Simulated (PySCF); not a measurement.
Cyclohexanol, C6H12O.
SMILES with atom numbers: `[OH:1][CH:2]1[CH2:3][CH2:4][CH2:5][CH2:6][CH2:7]1` (hydrogens: H8 on O1; H9 on C2; H10, H11 on C3; H12, H13 on C4; H14, H15 on C5; H16, H17 on C6; H18, H19 on C7)

The geometry is computed with GFN2-xTB (gas phase).

(1) What internal coordinates does the optimisation give?

Results:

(1) 
```json
{"bond": "O1–C2", "length (bohr)": "2.668"}
{"bond": "C2–C3, C2–C7", "length (bohr)": "2.894"}
{"bond": "C3–C4, C6–C7", "length (bohr)": "2.883"}
{"bond": "C4–C5, C5–C6", "length (bohr)": "2.883"}
{"bond": "O1–H8", "length (bohr)": "1.822"}
{"bond": "C2–H9", "length (bohr)": "2.070"}
{"bond": "C3–H10, C7–H18", "length (bohr)": "2.068"}
{"bond": "C3–H11, C7–H19", "length (bohr)": "2.063"}
{"bond": "C4–H12, C6–H16", "length (bohr)": "2.064"}
{"bond": "C4–H13, C6–H17", "length (bohr)": "2.063"}
{"bond": "C5–H14", "length (bohr)": "2.063"}
{"bond": "C5–H15", "length (bohr)": "2.065"}
```

Bonds in one row agree within 0.02 bohr and their mean is given. A selection of angles:
```json
{"angle": "C2–O1–H8", "degrees": "108.4"}
{"angle": "O1–C2–C3", "degrees": "111.9"}
{"angle": "O1–C2–H9", "degrees": "104.4"}
{"angle": "C3–C2–C7", "degrees": "109.8"}
{"angle": "C3–C2–H9", "degrees": "109.4"}
{"angle": "C2–C3–C4", "degrees": "110.7"}
{"angle": "C2–C3–H10", "degrees": "109.0"}
{"angle": "C2–C3–H11", "degrees": "109.3"}
{"angle": "C4–C3–H10", "degrees": "109.6"}
{"angle": "C4–C3–H11", "degrees": "110.4"}
{"angle": "H10–C3–H11", "degrees": "107.9"}
{"angle": "C3–C4–C5", "degrees": "110.6"}
{"angle": "C3–C4–H12", "degrees": "109.3"}
{"angle": "C3–C4–H13", "degrees": "109.7"}
{"angle": "C5–C4–H12", "degrees": "109.4"}
{"angle": "C5–C4–H13", "degrees": "110.0"}
{"angle": "H12–C4–H13", "degrees": "107.9"}
{"angle": "C4–C5–C6", "degrees": "110.4"}
{"angle": "C4–C5–H14", "degrees": "109.9"}
{"angle": "C4–C5–H15", "degrees": "109.4"}
{"angle": "H14–C5–H15", "degrees": "107.8"}
```

Torsions: O1–C2–C3–C4 -178° (antiperiplanar); C2–C3–C4–C5 -58° (synclinal); C3–C4–C5–C6 57° (synclinal); C4–C5–C6–C7 -57° (synclinal); C5–C6–C7–C2 58° (synclinal); O1–C2–C7–C6 178° (antiperiplanar); H8–O1–C2–C3 -62° (synclinal).

The 6-membered ring C2–C3–C4–C5–C6–C7 has internal angles of 109.8° to 110.7° (sum 663°, against 720° for a flat polygon); it is puckered, 0.24 Å rms from its mean plane, widest ring torsion 58°. Of the pairs four or more bonds apart, H8···H10 is among the closest relative to their van der Waals radii: 2.48 Å, 103 % of the sum of Bondi's values.

Point group: Cs (every atom within 0.08 Å of its image). No frequency check. One conformer, not necessarily the lowest (H–O1–C2–C3 -62°, O1–C2–C3–C4 -178°, C2–C3–C4–C5 -58°, C3–C4–C5–C6 57°, C4–C5–C6–C7 -57°).
